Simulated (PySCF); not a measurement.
C₄H₄S, charge -1, doublet (typed; the unrestricted solution is spin-contaminated), geometry from GFN2-xTB (a state made from the parent by changing its charge; the spin is typed, not shown lowest) (in this run its highest filled SCF level lies above zero, so its values depend strongly on the basis, on diffuse functions most of all); DF-HF/def2-SVPD (PySCF).

PySCF was given this input:
```python
from pyscf import gto, scf

mol = gto.Mole()
mol.atom = '''
    C     0.37858705   -1.40799270    0.17076680
    C    -0.96397958   -1.08753912    0.20720749
    C    -1.23029263    0.24736622   -0.10972511
    S     0.27791884    1.18476965   -0.17944570
    C     1.21958090   -0.29303038    0.11664142
    H     0.77263208   -2.41463041    0.26988164
    H    -1.76243806   -1.80491837    0.36921296
    H    -2.13061493    0.79473067    0.13096781
    H     2.25034507   -0.28432037   -0.20827477
'''
mol.basis = 'def2-svpd'
mol.charge = -1
mol.spin = 1
mol.verbose = 4
mol.build()

mf = scf.UHF(mol)
mf = mf.density_fit(auxbasis='def2-universal-jkfit')
mf.kernel()
```

Write the output that PySCF gives for this input, abridged.


```
PySCF version 2.14.0

[INPUT] verbose = 4
[INPUT] num. atoms = 9
[INPUT] num. electrons = 45
[INPUT] charge = -1
[INPUT] spin (= nelec alpha-beta = 2S) = 1
[INPUT] symmetry False subgroup None
[INPUT] Mole.unit = angstrom
[INPUT] Symbol           X                Y                Z      unit          X                Y                Z       unit  Magmom
[INPUT]  1 C      0.378587050000  -1.407992700000   0.170766800000 AA    0.715425838807  -2.660720588387   0.322702483168 Bohr   0.0
[INPUT]  2 C     -0.963979580000  -1.087539120000   0.207207490000 AA   -1.821657395873  -2.055151086550   0.391565407059 Bohr   0.0
[INPUT]  3 C     -1.230292630000   0.247366220000  -0.109725110000 AA   -2.324916123771   0.467454408269  -0.207350406888 Bohr   0.0
[INPUT]  4 S      0.277918840000   1.184769650000  -0.179445700000 AA    0.525190492457   2.238890159197  -0.339103227231 Bohr   0.0
[INPUT]  5 C      1.219580900000  -0.293030380000   0.116641420000 AA    2.304673887751  -0.553747164377   0.220420338580 Bohr   0.0
[INPUT]  6 H      0.772632080000  -2.414630410000   0.269881640000 AA    1.460063026253  -4.562990166946   0.510002385648 Bohr   0.0
[INPUT]  7 H     -1.762438060000  -1.804918370000   0.369212960000 AA   -3.330525244910  -3.410801396496   0.697711376040 Bohr   0.0
[INPUT]  8 H     -2.130614930000   0.794730670000   0.130967810000 AA   -4.026278694609   1.501823309092   0.247493292034 Bohr   0.0
[INPUT]  9 H      2.250345070000  -0.284320370000  -0.208274770000 AA    4.252535868065  -0.537287630935  -0.393582273957 Bohr   0.0

nuclear repulsion = 199.473293325606
number of shells = 59
number of NR pGTOs = 205
number of NR cGTOs = 139
basis = def2-svpd
ecp = {}

******** <class 'pyscf.df.df_jk.DFUHF'> ********
method = DFUHF
initial guess = minao
damping factor = 0
level_shift factor = 0
DIIS = <class 'pyscf.scf.diis.CDIIS'>
diis_start_cycle = 1
diis_space = 8
diis_damp = 0
SCF conv_tol = 1e-09
SCF conv_tol_grad = None
SCF max_cycles = 50
direct_scf = False
number electrons alpha = 23  beta = 22
Set gradient conv threshold to 3.16228e-05
******** <class 'pyscf.df.df.DF'> ********
auxbasis = def2-universal-jkfit
init E= -552.191919541971

cycle= 1 E= -550.936935380842  delta_E= 1.25  |g|= 0.257  |ddm|= 3.44
cycle= 2 E= -550.993349837618  delta_E= -0.0564  |g|= 0.0862  |ddm|= 1.01
cycle= 3 E= -551.001087061801  delta_E= -0.00774  |g|= 0.0412  |ddm|= 0.375
cycle= 4 E= -551.003133626123  delta_E= -0.00205  |g|= 0.0183  |ddm|= 0.171
cycle= 5 E= -551.004076130636  delta_E= -0.000943  |g|= 0.0123  |ddm|= 0.129
cycle= 6 E= -551.004636397499  delta_E= -0.00056  |g|= 0.00678  |ddm|= 0.134
cycle= 7 E= -551.004839484836  delta_E= -0.000203  |g|= 0.00265  |ddm|= 0.105
cycle= 8 E= -551.004866126772  delta_E= -2.66e-05  |g|= 0.000936  |ddm|= 0.0385
cycle= 9 E= -551.004868869621  delta_E= -2.74e-06  |g|= 0.000424  |ddm|= 0.00972
cycle= 10 E= -551.004869299558  delta_E= -4.3e-07  |g|= 0.000247  |ddm|= 0.00361
cycle= 11 E= -551.004869453096  delta_E= -1.54e-07  |g|= 0.000105  |ddm|= 0.00253
cycle= 12 E= -551.004869506145  delta_E= -5.3e-08  |g|= 4.64e-05  |ddm|= 0.00138
cycle= 13 E= -551.004869519085  delta_E= -1.29e-08  |g|= 2.63e-05  |ddm|= 0.000858
cycle= 14 E= -551.004869525002  delta_E= -5.92e-09  |g|= 1.28e-05  |ddm|= 0.000831
cycle= 15 E= -551.004869526311  delta_E= -1.31e-09  |g|= 6.28e-06  |ddm|= 0.000411
cycle= 16 E= -551.004869526517  delta_E= -2.06e-10  |g|= 2.95e-06  |ddm|= 0.000158
Extra cycle  E= -551.004869526538  delta_E= -2.07e-11  |g|= 1.94e-06  |ddm|= 1.82e-05
converged SCF energy = -551.004869526538  <S^2> = 0.86012849  2S+1 = 2.1072527
```
